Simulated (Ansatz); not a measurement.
`CB1C[SiH2]1` + `C[BH][GeH2][Cl]` → `ClB1C[SiH2]1` + `C[BH][GeH2][CH3]`  (redistribution)

Isolated molecules relaxed with PBE0-D4/def2-TZVP in Ansatz; ΔE leaves out vibrations. CCSD(T)/CBS adds triple-zeta CCSD(T) − MP2 to the extrapolated MP2 energy (def2 sets, frozen cores). DFT in def2-TZVPP. B3LYP here is the variant with VWN-RPA as its local correlation; programs differ in this. For Ge outer-core shells are correlated without core-valence functions, which leaves a few kJ/mol of doubt a bond. Scalar relativity is left out up to krypton. Each species was taken in one conformer, which may not be the lowest.

```
         level  ΔE (kcal/mol)  difference from CCSD(T)/CBS
        PBE-D4            4.6                          0.6
     r2SCAN-D4            5.0                          1.0
      B3LYP-D4            5.5                          1.5
       ωB97M-V            5.4                          1.4
        B2PLYP            4.6                          0.6
           PBE            4.4                          0.4
          PBE0            4.9                          0.9
 HF/def2-TZVPP            6.9                          2.9
  HF/CBS(def2)            7.1                          3.1
CCSD/CBS(def2)            4.4                          0.4
   CCSD(T)/CBS            4.0                            0
```

Largest T1 diagnostic among the species: 0.013.

In def2-TZVPP, CCSD(T) changes the Hartree–Fock value by −3.4 kcal/mol (the triples alone add −0.4 kcal/mol) and MP2 by −3.7 kcal/mol.
